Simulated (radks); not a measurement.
Values are calculated unless marked as measured or tabulated.
Q: Orbital eigenvalues (eV) of neutral magnesium, [Ne] 3s2, of relativity; Dirac values are averaged over j with weights 2j + 1. Spin-unpolarised spherical Kohn-Sham, PBEsol, point nucleus unless stated (finite: rms radius 3.057 fm), a radial shooting solver on a logarithmic mesh with Libxc functionals. A level marked "c x" has the speed of light scaled by that factor.

shell  non-rel.
1s      -1254.2
2s      -79.301
2p      -46.593
3s      -4.6727

Give the values at the level "Dirac".

A: 
shell    Dirac  change of magnitude (%)
1s     -1256.6                    +0.19
2s     -79.588                    +0.36
2p     -46.546                    -0.10
3s     -4.6793                    +0.14
